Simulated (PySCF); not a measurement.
Mo(NH)2(Cl)2 (Cl2H2MoN2), SMILES [NH]=[Mo](=[NH])([Cl])[Cl], multiplicity 1.

The structure is a stationary point at PBE0-D3(BJ)/def2-SVP. The spin state was assumed, not searched. The structure was generated by enumeration; whether it is a known compound was not checked. The def2 effective core potentials stand for the cores of Mo; spin–orbit coupling is left out.

Method: PySCF with PBE/def2-TZVP.

Computed frontier levels, gap, dipole moment and polarisability:
highest occupied level: -7.06 eV
lowest empty level: -3.46 eV
orbital gap: 3.59 eV
dipole moment: 3.31 D
quadrupole, principal values (traceless, Buckingham form, about the centre of nuclear charge): -9.96, 1.07, 8.89 D·Å
mean static polarisability: 81.1 bohr³ (12.01 Å³)
polarisability, principal values: 74.4, 80.1, 88.8 bohr³
